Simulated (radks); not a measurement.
The numbers below are computed, except where a source is named.
Q: The mean radii <r> (bohr) of the occupied orbitals of an atom or ion are listed with their occupations. Level of theory: scalar-relativistic Kohn-Sham, r2SCAN, spin-polarised, spherical densities, finite nucleus; meta-GGA in the generalised Kohn-Sham scheme; Fermi nuclear charge, rms radius of each element as measured or else 0.836 A^(1/3) + 0.57 fm (a radial shooting solver on a logarithmic mesh with Libxc functionals).

orbital  occ.      <r>
1s down     1  0.07305
1s up       1  0.07305
2s up       1   0.3425
2s down     1   0.3423
2p up       3   0.3073
2p down     3   0.3071
3s up       1    1.075
3s down     1    1.075
3p up       3    1.164
3p down     3    1.162
3d up       1    1.554

Name the element and its charge. Open shells, if any, are filled with parallel spins first.

A: Z = 21, scandium, charge +2: Sc2+ in [Ar] 3d1. The 1s radius gives Z: for a bare nucleus <r> = (2 gamma + 1)/(2Z) with gamma = sqrt(1 - (Z/c)^2), 0.07087 bohr for Z = 21, and screening makes it slightly larger (0.07305 here). The occupations add up to 19, and the charge is Z minus that.
